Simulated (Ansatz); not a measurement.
CH6OSSi (`O[SiH2]CS`) at its PBE0-D4/def2-TZVP geometry, where that method's forces vanish. Total charge 0; spin multiplicity 1.

```xyz
10

O    -1.3833   -0.5167    1.2697
Si    0.1703   -0.6693    0.7566
C     0.3020   -0.0967   -1.0247
S    -0.3474    1.5976   -1.1438
H    -1.8035    0.3097    1.0135
H     0.5266   -2.1007    0.9151
H     1.1077    0.1750    1.5515
H    -0.3557   -0.6985   -1.6574
H     1.3087   -0.1548   -1.4429
H     0.4746    2.1544   -0.2377
```

What forces (eV/Å) does ωB97M-V/def2-TZVPP give on these atoms in Ansatz? (Estimate.)

The calculation gave: 
```
O1  -0.103  0.083 -0.009
Si2  0.272 -0.104  0.027
C3   0.049 -0.153 -0.027
S4   0.026  0.150  0.056
H5  -0.011 -0.048  0.034
H6  -0.040  0.168 -0.022
H7  -0.106 -0.085 -0.088
H8   0.061  0.036  0.053
H9  -0.089 -0.003  0.040
H10 -0.059 -0.043 -0.063
```
